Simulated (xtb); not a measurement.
xtb input (GFN1-xTB):

```bash
xtb mol.xyz --gfn 1 --sp --chrg 0 --uhf 0
```
mol.xyz:
```
3

K     -0.00000000    -0.00000000    -0.74845923
O      0.00000000     0.00000000     1.47370794
H      0.00000000     0.00000000     2.43106183
```

End of the output:

```
         :::::::::::::::::::::::::::::::::::::::::::::::::::::
         ::                     SUMMARY                     ::
         :::::::::::::::::::::::::::::::::::::::::::::::::::::
         :: total energy              -5.544204713625 Eh    ::
         :: gradient norm              0.018039520520 Eh/a0 ::
         :: HOMO-LUMO gap              3.776436797630 eV    ::
         ::.................................................::
         :: SCC energy                -5.565350785629 Eh    ::
         :: -> electrostatic           0.117820886534 Eh    ::
         :: repulsion energy           0.021420426890 Eh    ::
         :: dispersion energy         -0.000274354886 Eh    ::
         :: halogen bond corr.         0.000000000000 Eh    ::
         :: add. restraining           0.000000000000 Eh    ::
         :: total charge               0.000000000000 e     ::
         :::::::::::::::::::::::::::::::::::::::::::::::::::::

           -------------------------------------------------
          |                Property Printout                |
           -------------------------------------------------

    * Orbital Energies and Occupations

         #    Occupation            Energy/Eh            Energy/eV
      -------------------------------------------------------------
         1        2.0000           -0.6151552             -16.7392
         2        2.0000           -0.4328249             -11.7778
         3        2.0000           -0.3528216              -9.6008
         4        2.0000           -0.3528216              -9.6008 (HOMO)
         5                         -0.2140401              -5.8243 (LUMO)
         6                         -0.1408726              -3.8333
         7                         -0.1408726              -3.8333
         8                         -0.0786741              -2.1408
         9                          0.1394137               3.7936
        10                          0.5291054              14.3977
      -------------------------------------------------------------
                  HL-Gap            0.1387815 Eh            3.7764 eV
             Fermi-level           -0.2834308 Eh           -7.7125 eV

  Mulliken/CM5 charges         n(s)   n(p)   n(d)
     1K     0.58035  0.84326   0.053  0.366  0.000
     2O    -0.85564 -1.28587   1.634  5.222  0.000
     3H     0.27530  0.44261   0.725  0.000  0.000

Wiberg/Mayer (AO) data.
largest (>0.10) Wiberg bond orders for each atom

 ---------------------------------------------------------------------------
     #   Z sym  total        # sym  WBO       # sym  WBO       # sym  WBO
 ---------------------------------------------------------------------------
     1  19 K    0.776 --     2 O    0.758
     2   8 O    1.671 --     3 H    0.913     1 K    0.758
Note: The following floating-point exceptions are signalling: IEEE_DENORMAL
normal termination of xtb
     3   1 H    0.932 --     2 O    0.913
 ---------------------------------------------------------------------------

Topologies differ in total number of bonds
Writing topology from bond orders to xtbtopo.mol

 dipole moment from electron density (au)
     X       Y       Z
  -0.0000   0.0000  -2.5229  total (Debye):    6.413

           -------------------------------------------------
          | TOTAL ENERGY               -5.544204713625 Eh   |
          | GRADIENT NORM               0.018039520520 Eh/α |
          | HOMO-LUMO GAP               3.776436797630 eV   |
           -------------------------------------------------

------------------------------------------------------------------------
------------------------------------------------------------------------
 total:
 SCF:
```
